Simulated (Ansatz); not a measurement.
```yaml
crystal:
  periodic: [false, false, false]
  atoms:
    - {symbol: N, position_ang: [0.006707, 0.736928, 0.715885]}
    - {symbol: B, position_ang: [0.129247, -0.621094, 0.276437]}
    - {symbol: F, position_ang: [0.249677, -1.584705, 1.243271]}
    - {symbol: Te, position_ang: [-0.199545, -1.347409, -1.722181]}
    - {symbol: H, position_ang: [-0.010127, 1.468698, 0.025319]}
    - {symbol: H, position_ang: [0.221303, 1.036167, 1.692464]}
    - {symbol: H, position_ang: [-0.374234, 0.167057, -2.303114]}
basis:
  gaussian: {orbitals: x2c-TZVPPall}
hamiltonian: {xc: {name: SPW92}}
output: {forces: true}
```

```sh
$ ansatz run in.yaml --threads 2 --pin off --events-out ev --progress --plain --max-ram 4352MiB
```

Shortened log:

```
Functional definition: SPW92
1159 factors; their error is unknown
mean field evaluation 1: about -189591.3708 eV, gradient 7.6e1 eV
mean field evaluation 2: about -189509.4123 eV, gradient 1.6e2 eV
mean field evaluation 4: about -189601.1790 eV, gradient 2.3e1 eV
mean field evaluation 8: about -189602.3150 eV, gradient 6.3e-1 eV
mean field evaluation 16: about -189602.3058 eV, gradient 8.9e-4 eV
mean field -189602.30584075 eV, -6967.7562225887 hartree, gradient 3.4e-5 eV, S^2 0.000000; 0 other end points of the search recorded, 0 dependent functions left out
reference -189602.30587407 eV, -6967.7562238134 hartree; 38, 38 occupied and 157, 157 virtual orbitals, 1159 factors
Total energy: -189602.30587407 eV, -6967.7562238134 hartree
Relativity: scalar
Atom 0 at     0.006707     0.736928     0.715885 Å, force     0.626218    -1.492995     0.269909 eV/Å
Atom 1 at     0.129247    -0.621094     0.276437 Å, force    -0.575488     0.463905     1.881815 eV/Å
Atom 2 at     0.249677    -1.584705     1.243271 Å, force     0.108561     0.871495    -0.986547 eV/Å
Atom 3 at    -0.199545    -1.347409    -1.722181 Å, force     0.189269    -0.501554     0.202764 eV/Å
Atom 4 at    -0.010127     1.468698     0.025319 Å, force    -0.043924     0.461413    -0.119627 eV/Å
Atom 5 at     0.221303     1.036167     1.692464 Å, force    -0.241928    -0.374054    -0.998325 eV/Å
Atom 6 at    -0.374234     0.167057    -2.303114 Å, force    -0.062707     0.571791    -0.249989 eV/Å
Dipole moment:     0.038643     0.528223     0.000780 e Å
```

Hardware: 2 threads of an Arm Neoverse V2 on a shared host. Wall time 2 s, peak host memory 0.36 GiB.
